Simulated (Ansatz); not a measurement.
```xyz
5

Os    0.0000    0.0000    0.0000
O     0.9873    0.9873    0.9873
O     0.9873   -0.9873   -0.9873
O    -0.9873    0.9873   -0.9873
O    -0.9873   -0.9873    0.9873
```

Basis set: def2-TZVP on O; def2-TZVPP on Os (spherical functions, with the set's core potentials past Kr). Charge 0, multiplicity 1.

Computed with Ansatz (development build ahead of 0.2.0); each method stands on the lowest determinant of its kind that the runs found. Restricted functionals stand beside restricted open-shell atoms, which can lie above the unrestricted atoms usual in DFT and then raise those values.

The atomization energy at this shape (free ground-state atoms in the same class of orbitals less the molecule, no zero-point energy) of singlet OsO4:

```
             method  atomization energy
 ωB97X (restricted)            21.55 eV
  PBE0 (restricted)            22.12 eV
PBE0 (unrestricted)            21.71 eV
                UHF             4.99 eV
```

**Question.** What does RHF give?

**Answer.** 5.77 eV. Caution: another spin multiplicity may lie lower. Caution for ωB97X (restricted): no unrestricted run beside it, a lower state can exist. Caution for UHF: the unrestricted determinant is a mixture of spin states.

The shape needn't be a minimum at these levels.
